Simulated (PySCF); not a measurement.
SMILES CCCC(C)C (C6H14), GFN2-xTB optimised geometry.

```
20

C     -2.14    -2.06    -2.33
C     -1.70    -1.16    -1.17
C     -0.20    -0.91    -1.20
C      0.33    -0.12     0.00
C      1.85    -0.12     0.00
C     -0.19     1.32     0.00
H     -1.64    -3.02    -2.27
H     -1.89    -1.60    -3.28
H     -3.21    -2.23    -2.30
H     -1.97    -1.64    -0.23
H     -2.24    -0.22    -1.24
H      0.06    -0.37    -2.12
H      0.32    -1.87    -1.23
H     -0.02    -0.61     0.92
H      2.24    -1.13     0.04
H      2.23     0.36    -0.90
H      2.24     0.43     0.86
H      0.23     1.87     0.84
H      0.09     1.83    -0.92
H     -1.27     1.35     0.09
```

Density from PBE0/def2-SVP (PySCF) at that geometry.

Minimum of the electron density along straight lines between bonded atoms, close to the bond critical point (lines longer than 1.1 times the sum of covalent radii, or with two minima, are not listed):

| bond | length / Å | ρ at the minimum / e bohr⁻³ | ∇²ρ there / e bohr⁻⁵ | position (fraction from the first atom) |
|---|---|---|---|---|
| C1–C2 | 1.524 | 0.243 | -0.55 | 0.50 |
| C2–C3 | 1.527 | 0.244 | -0.56 | 0.50 |
| C3–C4 | 1.533 | 0.243 | -0.55 | 0.50 |
| C4–C5 | 1.528 | 0.244 | -0.55 | 0.50 |
| C4–C6 | 1.527 | 0.244 | -0.55 | 0.50 |
| C1–H7 | 1.088 | 0.276 | -1.00 | 0.62 |
| C1–H8 | 1.088 | 0.276 | -1.00 | 0.62 |
| C1–H9 | 1.088 | 0.276 | -1.00 | 0.62 |
| C2–H10 | 1.093 | 0.275 | -0.99 | 0.62 |
| C2–H11 | 1.091 | 0.276 | -1.00 | 0.62 |
| C3–H12 | 1.093 | 0.274 | -0.98 | 0.62 |
| C3–H13 | 1.093 | 0.275 | -0.98 | 0.62 |
| C4–H14 | 1.096 | 0.275 | -0.98 | 0.62 |
| C5–H15 | 1.088 | 0.276 | -1.00 | 0.62 |
| C5–H16 | 1.088 | 0.275 | -1.00 | 0.62 |
| C5–H17 | 1.088 | 0.276 | -1.00 | 0.62 |
| C6–H18 | 1.088 | 0.276 | -1.00 | 0.62 |
| C6–H19 | 1.088 | 0.275 | -1.00 | 0.62 |
| C6–H20 | 1.087 | 0.277 | -1.01 | 0.62 |
